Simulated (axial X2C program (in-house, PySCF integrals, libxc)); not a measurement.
## AsTe⁺: bond constants with and without spin–orbit coupling

Computed with an axial X2C code built on PySCF integrals. Spin-free means the one-electron spin-free X2C Hamiltonian; two-component (2c) means X2C with spin–orbit coupling and atomic mean-field two-electron Coulomb and Gaunt terms, so the difference of the two also holds small scalar two-electron terms. Basis: Te dyall-cv3z [11s12p8d4f1g], As dyall-cv3z [9s9p6d4f1g] (cores contracted in-house); Gaussian nuclei, density fitting, unrestricted open shells. Masses: Te 129.906 u, As 74.922 u.

State, spin-free: M_S = 0, Λ = 0 (closed shell); electrons by block: σα: 18, σβ: 18, π+α: 9, π+β: 9, π-α: 9, π-β: 9, δ+α: 3, δ+β: 3, δ-α: 3, δ-β: 3. Fragments: Te+ + As.

State, 2c: Ω = 0 (closed shell); electrons by block: 1/2: 27, -1/2: 27, 3/2: 12, -3/2: 12, 5/2: 3, -5/2: 3. Fragments: Te+ + As.

```csv
Hamiltonian,level,Re (Å),ωe (cm⁻¹),ωexe (cm⁻¹),Be (cm⁻¹),De (eV),k (mdyn/Å),μ (D)
spin-free,PBE0,2.255,388.3,0.616,0.06977,4.04,4.22,1.04
spin-free,HF,2.220,429.0,0.564,0.07197,0.650,5.15,1.28
spin-free,CCSD,2.279,374.7,0.644,0.06829,3.39,3.93,n/a
spin-free,CCSD(T),2.304,350.1,0.783,0.06685,3.78,3.43,n/a
spin-free,PBEsol,2.274,367.8,0.645,0.0686,4.96,3.79,1.00
2c,PBEsol,2.278,364.6,0.66,0.06839,4.86,3.72,0.97
```

Correlated methods: 10 electrons correlated (number of frozen shells: Te 4 s, 3 p, 2 d; As 3 s, 2 p, 1 d), 286 virtual spin orbitals or spinors in MP2, 88 natural virtuals in coupled cluster.

Dipoles are positive if As is the positive end and refer to the centre of mass.

Occupations by symmetry block were frozen at the best pattern of an incomplete PBE0 search. The closed shell is kept restricted, so the energy runs too high when the bond is stretched far. De is counted from the lowest determinant-based energies of the atoms at the same level, without counterpoise correction. CCSD and (T) use frozen natural virtuals with an MP2 correction for the truncation; (T) itself is uncorrected, so its De runs slightly low. The T1 diagnostic is large, a sign of multireference character. With the outer-core shells frozen, correlated bond lengths of heavy atoms tend to come out a few hundredths of an ångström too long.

No reliable constants came from CCSD (2c), CCSD(T) (2c), HF (2c), MP2 (2c), MP2 (spin-free), PBE0 (2c): no minimum in range, unconverged points, a curve that is not smooth, a change of character along it, or the two Hamiltonians disagreeing along it.

Rough cost a point (2c) on 1 thread(s) of a shared host, integrals apart: PBEsol 0.4 s.

The whole task took 2.6 min on 1 thread of Arm Neoverse V2 (shared host).
